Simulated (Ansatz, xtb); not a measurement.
**Two isomers of C5H7NS**

Structure X: `N#CCC[C@@H]1CS1`, a singlet. Structure Y: `[H]/N=C/C1=CCCS1`, a singlet. Both are isolated molecules in the gas phase, relaxed with PBE0-D3(BJ)/def2-SVP; the shapes shown needn't be the lowest conformers.

X (Å):

```xyz
14

C    -2.1989    1.3575   -0.7484
C    -0.7406    1.3906   -0.7496
C    -0.1198    0.2748    0.0925
C    -0.4754   -1.1036   -0.3994
C     0.4592   -2.2295   -0.1930
N    -3.3547    1.3031   -0.7280
S     0.3401   -1.6867   -1.9174
H    -0.3903    1.3017   -1.7916
H    -0.4179    2.3776   -0.3827
H    -0.4458    0.3770    1.1422
H     0.9743    0.3958    0.0717
H    -1.5459   -1.3421   -0.3627
H     0.0449   -3.2201    0.0201
H     1.4130   -2.0197    0.3041
```

Y (Å):

```yaml
atoms:
  - { symbol: C, position_ang: [-2.3778, -0.1300, 0.2396] }
  - { symbol: C, position_ang: [-1.2324, -0.2799, -0.6684] }
  - { symbol: C, position_ang: [0.0246, -0.6087, -0.3224] }
  - { symbol: C, position_ang: [1.0048, -0.5823, -1.4546] }
  - { symbol: C, position_ang: [0.1865, -0.7175, -2.7401] }
  - { symbol: N, position_ang: [-2.2621, -0.3135, 1.4921] }
  - { symbol: S, position_ang: [-1.4510, 0.0273, -2.4005] }
  - { symbol: H, position_ang: [-3.1632, -0.1718, 1.9551] }
  - { symbol: H, position_ang: [-3.3308, 0.1450, -0.2511] }
  - { symbol: H, position_ang: [0.2942, -0.7984, 0.7184] }
  - { symbol: H, position_ang: [1.7655, -1.3762, -1.3861] }
  - { symbol: H, position_ang: [1.5524, 0.3807, -1.4360] }
  - { symbol: H, position_ang: [0.6402, -0.2120, -3.6031] }
  - { symbol: H, position_ang: [0.0279, -1.7771, -2.9965] }
```

Question: Estimate which is lower in electronic energy at CCSD(T)/def2-SVP + ΔMP2/def2-TZVPP, and by roughly how much.

Answer: The CCSD(T)/def2-SVP + ΔMP2/def2-TZVPP calculation puts structure X lower, by 4.7 kcal/mol.

Level by level:

```tsv
level	geometry	E(Y) − E(X) (kcal/mol)	departure from the last row (kcal/mol)	job, with rough time for the two
GFN2-xTB	GFN2-xTB	−2.1	−6.9	optimisation, 0.15 s
HF/STO-3G	GFN2-xTB	+7.3	+2.6	single point, 0.36 s
r2SCAN-D4/def2-SVP	GFN2-xTB	+0.5	−4.2	single point, 3.7 s
PBE0-D3(BJ)/def2-SVP	PBE0-D3(BJ)/def2-SVP	+0.4	−4.4	optimisation, 34 s
HF/def2-SVP	PBE0-D3(BJ)/def2-SVP	+8.1	+3.4	part of the CCSD(T) run
MP2/def2-SVP	PBE0-D3(BJ)/def2-SVP	+9.8	+5.1	part of the CCSD(T) run
CCSD(T)/def2-SVP	PBE0-D3(BJ)/def2-SVP	+5.9	+1.2	single point
CCSD(T)/def2-SVP + ΔMP2/def2-TZVPP	PBE0-D3(BJ)/def2-SVP	+4.7		single point, 56 s
```

As drawn, Y has 1 N–H, 1 C=N, 1 C=C in place of 1 C≡N, 1 C–C, 1 C–H. Structure X has a 3-membered ring, Y a 5-membered ring.

GFN2-xTB puts the two in the other order. r2SCAN-D4/def2-SVP, PBE0-D3(BJ)/def2-SVP find them nearly level. The largest departure from CCSD(T)/def2-SVP + ΔMP2/def2-TZVPP is that of GFN2-xTB, 6.9 kcal/mol. The last row adds to CCSD(T) the change of the MP2 difference between the two basis sets, here −1.2 kcal/mol.

With thermal terms from frequencies at re-optimised GFN2-xTB minima (ideal gas, soft modes damped towards free rotors, one conformer each, 298.15 K, 1 atm): the zero-point term adds −0.1 kcal/mol; ΔH is +4.5 and ΔG +5.0 kcal/mol.

The correlated steps freeze 11 core orbitals. Mirror images aren't counted in ΔG. Programs: Ansatz 0.2.0, xtb 6.7.1; the last row on 4 threads of Arm Neoverse V1 on a shared host.
